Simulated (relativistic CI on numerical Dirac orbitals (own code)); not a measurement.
**What each ingredient does to the levels of Er⁶⁷⁺**

Base calculation: Dirac-Coulomb-Breit CI, orbitals from a KLI potential per configuration, model QED (radiative potential, 1s self-energy scaled to tabulated hydrogen-like ionisation energies).

CI space: 1s, 2s, 2p, 3s, 3p, 3d, 4s, 4p, 4d, 4f, 5s, 5p, 5d, 5f, 5g, 6s, 6p, 6d. Levels of other configurations are missing.

Variants: (1) QED terms removed; (2) non-relativistic limit. Shifts of the energy above 1s 2S_1/2, in eV, for the lowest level and the first level of each name with at least 55 % of one term (blank where a level changes its place among those of its configuration and J or its character, or is not in the variant):

| Level | Base | Δ(1) | Δ(2) |
| --- | --- | --- | --- |
| 1s 2S_1/2 | 0.0 | 0.0 | 0.0 |
| 2p 2P°_1/2 | 50118.5 | +92.3 | -2937.9 |
| 2s 2S_1/2 | 50135.6 | +77.4 | -2954.6 |
| 2p 2P°_3/2 | 51266.4 | +91.0 | -4085.8 |
| 3p 2P°_1/2 | 59762.1 | +93.3 | -3843.6 |
| 3s 2S_1/2 | 59767.1 | +88.9 | -3848.5 |
| 3d 2D_3/2 | 60102.9 | +93.7 | -4184.5 |
| 3p 2P°_3/2 | 60103.7 | +92.9 | -4185.3 |
| 3d 2D_5/2 | 60203.0 | +93.5 | -4284.6 |
| 4p 2P°_1/2 | 63088.4 | +93.6 | -4111.7 |
| 4s 2S_1/2 | 63090.6 | +91.7 | -4113.8 |
| 4d 2D_3/2 | 63231.4 | +93.7 | -4254.7 |
| 4p 2P°_3/2 | 63231.7 | +93.4 | -4255.0 |
| 4f 2F°_5/2 | 63273.7 | +93.7 | -4297.0 |
